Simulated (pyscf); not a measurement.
1,1-elimination: `[F][Ge]([F])([F])[Ge]([F])([F])[F]` → `[F][Ge]([F])([F])[F]` + `[F][Ge][F]` [singlet]

Gas phase, singlet surface, charge 0. Bonds broken: F1–Ge2, Ge2–Ge5. Bonds formed: F1–Ge5. Optimised with ωB97X-D3(BJ)/def2-SVP in PySCF.

Transition state (Å):

```xyz
8

F     -0.4132     0.3968     0.8907
Ge    -1.5860    -1.0465     0.0843
F     -1.1136    -2.4639     0.9353
F     -3.1074    -0.6910     0.8043
Ge    -0.0397     0.6012    -0.9811
F      0.4329     2.2248    -0.7377
F      1.3518    -0.3745    -1.1562
F     -0.8609     0.7481    -2.4873
```

One imaginary mode, 124i cm⁻¹; descent along it reached the two sides named, in the forms told below.

```tsv
bond	change	reactant side (Å)	saddle	product side
F1–Ge2	breaks	1.713	2.027	2.098
Ge2–Ge5	breaks	2.394	2.498	3.2
F1–Ge5	forms	3.4	1.920	1.825
```

Electronic energies relative to the reactant's lowest minimum found (kJ/mol):

| level | barrier | reaction energy | reverse barrier |
|---|---|---|---|
| ωB97X-D3(BJ)/def2-TZVP | 123.5 | +73.6 | 49.9 |
| PBE/def2-TZVP | 93.7 | +43.0 | 50.7 |
| r²SCAN/def2-TZVP | 105.0 | +60.2 | 44.8 |
| B3LYP-D3(BJ)/def2-TZVP | 110.2 | +38.8 | 71.3 |
| PBE0-D3(BJ)/def2-TZVP | 115.0 | +60.0 | 55.0 |
| M06-2X/def2-TZVP | 118.9 | +48.6 | 70.2 |
| ωB97M-D3(BJ)/def2-TZVP | 111.1 | +34.0 | 77.1 |
| HF/def2-TZVP | 168.8 | +37.0 | 131.8 |

With ωB97M-D3(BJ)/def2-TZVP energies and thermal terms (ideal gas, 1 atm, RRHO with modes under 100 cm⁻¹ raised to 100, one conformer, R ln 2 for chiral ones without a mode under 150 cm⁻¹), in kJ/mol:

| T (K) | ΔH‡ | ΔG‡ | ΔH | ΔG |
|---|---|---|---|---|
| 298 | 107.3 | 106.4 | +28.1 | -19.1 |
| 600 | 105.3 | 106.3 | +23.6 | -65.1 |
| 900 | 103.1 | 107.2 | +18.7 | -108.4 |
| 1200 | 100.7 | 109.0 | +13.8 | -150.0 |

On the product side the descent ends in an adduct with a F–Ge, F–Ge contact (not fully relaxed), 41.1 kJ/mol under the separated species and 91.0 kJ/mol under the saddle at ωB97X-D3(BJ)/def2-TZVP. What is counted as broken (F–Ge) persists as a longer contact in the product adduct; parting that adduct is a step of its own. This is the saddle that the search found; another between the same sides may lie lower. Elements up to Kr have no core potential and no relativistic terms here.
